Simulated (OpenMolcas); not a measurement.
## V3+, Nb3+, Ta3+: d2 down the group

```json
{"Program": "OpenMolcas", "Method": "SS-CASPT2, IPEA 0.25 Eh, imaginary shift 0.1 Eh", "Basis": "ANO-RCC-VTZP", "Scalar Hamiltonian": "DKH2, point nucleus", "Spin-orbit coupling": "state interaction with AMFI integrals over the reference wave functions, term energies averaged over their components"}
```

Active space for each ion: 2 electrons in 10 orbitals (d d); closed shells correlated by CASPT2: V3+ 3s 3p; Nb3+ 4s 4p; Ta3+ 5s 5p.

Computed levels in cm-1 above 3F2:

```json
{"Level": "3F3", "V3+": "329", "Nb3+": "1096", "Ta3+": "4870"}
{"Level": "3F4", "V3+": "753", "Nb3+": "2360", "Ta3+": "9080"}
{"Level": "1D2", "V3+": "10980", "Nb3+": "8040", "Ta3+": "10710"}
{"Level": "3P0", "V3+": "13840", "Nb3+": "10130", "Ta3+": "11890"}
{"Level": "3P1", "V3+": "13950", "Nb3+": "10550", "Ta3+": "14430"}
{"Level": "3P2", "V3+": "14190", "Nb3+": "11460", "Ta3+": "18540"}
{"Level": "1G4", "V3+": "19040", "Nb3+": "14430", "Ta3+": "19510"}
{"Level": "1S0", "V3+": "43620", "Nb3+": "31980", "Ta3+": "36390"}
{"Level": "weight of 3F in the lowest level (%)", "V3+": "100", "Nb3+": "99", "Ta3+": "89"}
```

Mixed levels, with the weight of the term that names them: Ta3+ 1D2 (68 %).

Measured, with the error of the calculation in %. Measured levels: V3+ from Sugar and Corliss, J. Phys. Chem. Ref. Data 7, 1191 (1978).

```
Level           V3+
  3F3    325 (+1.3)
  3F4    735 (+2.6)
  1D2  10959 (+0.2)
  3P1  13239 (+5.4)
  3P2  13458 (+5.4)
  1G4  18391 (+3.5)
  1S0  42462 (+2.7)
```

The fine-structure level 3F4 changes by a factor of 12.1 from V3+ to Ta3+.

Without spin-orbit coupling 1D lies 10570, 6760, 5130 cm-1 above 3F in that order; the difference to the level 1D2, of either sign, comes from spin-orbit coupling, which also lowers the zero.

CASPT2 does not keep the components of a term degenerate, so their means are used; among the terms shown or strongly mixed into the levels shown the widest spread is 660 cm-1 (4d2 1G, Nb3+). Active for correlation alone: 4d; no level in the range computed is led by a configuration that fills it, so any true level of that kind is missing (holds for V3+). Active for correlation alone: 5d; no level in the range computed is led by a configuration that fills it, so any true level of that kind is missing (holds for Nb3+). Active for correlation alone: 6d; no level in the range computed is led by a configuration that fills it, so any true level of that kind is missing (holds for Ta3+). Measured partners are found by configuration, term and J. A level has none where our copy of the source lacks it or the pairing is in doubt (some pairs that miss far off the trend of their configuration count as doubtful), and it then counts in no deviation. Levels of configurations outside the active space are missing.
